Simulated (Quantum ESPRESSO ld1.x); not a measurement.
Question: The aim is the germanium ion Ge2+ in [Ar] 3d10 4s2. What will ld1.x (Quantum ESPRESSO 7.5) do with this input?

```
 &input
    zed=32.0,
    iswitch=1,
    rel=1,
    lsd=1,
    dft='PW',
    config='[Ar] 3d10 4s2',
    dx=0.2,
    prefix='ld1',
    max_out_wfc=37,
    file_charge='ld1.rho',
 /
```

Answer: Inaccurate. The radial step is too large to integrate the orbitals; the run ends without a warning, but the energy is off by +0.2277 hartree against the default mesh.

Output (excerpt):

```
     Program LD1 v.7.5 starts

     --------------------------- All-electron run ----------------------------

     scalar relativistic calculation

     atomic number is 32.00
     dft =PW   lsd =1 sic =0 latt =0  beta=0.20 tr2=1.0E-14
     Exchange-correlation= PW
                           (   1   4   0   0   0   0   0)
     mesh =  81 r(mesh) =  93.15494 a.u. xmin = -8.00 dx = 0.20000
     1 Ry =  13.60569312 eV, c = 137.03599908

     n l     nl                  e(Ry)          e(Ha)          e(eV)
     1 0     1S 1( 1.00)      -805.6554      -402.8277    -10961.5006
     2 0     2S 1( 1.00)      -102.1210       -51.0605     -1389.4271
     2 1     2P 1( 3.00)       -89.5598       -44.7799     -1218.5227
     3 0     3S 1( 1.00)       -13.8110        -6.9055      -187.9077
     3 1     3P 1( 3.00)        -9.9581        -4.9790      -135.4862
     3 2     3D 1( 5.00)        -3.6422        -1.8211       -49.5551
     4 0     4S 1( 1.00)        -2.1788        -1.0894       -29.6442
     1 0     1S 2( 1.00)      -805.6554      -402.8277    -10961.5006
     2 0     2S 2( 1.00)      -102.1210       -51.0605     -1389.4271
     2 1     2P 2( 3.00)       -89.5598       -44.7799     -1218.5227
     3 0     3S 2( 1.00)       -13.8110        -6.9055      -187.9077
     3 1     3P 2( 3.00)        -9.9581        -4.9790      -135.4862
     3 2     3D 2( 5.00)        -3.6422        -1.8211       -49.5551
     4 0     4S 2( 1.00)        -2.1788        -1.0894       -29.6442

     final scf error:  6.7E-15 reached in  43 iterations

     Etot =   -4189.628104 Ry,   -2094.814052 Ha,  -57002.794280 eV
     Total magnetization:    0.00 Bohr mag.

     Ekin =    4260.043422 Ry,    2130.021711 Ha,   57960.843488 eV
     Encl =  -10055.610552 Ry,   -5027.805276 Ha, -136813.551337 eV
     Eh   =    1757.905098 Ry,     878.952549 Ha,   23917.517305 eV
     Exc  =    -151.966072 Ry,     -75.983036 Ha,   -2067.603737 eV
```

Run on one thread of a shared host, so times are rough (Intel(R) Xeon(R) Processor @ 2.60GHz): 0.41 s of CPU time, 0.92 s wall, 43 iterations on 81 mesh points.
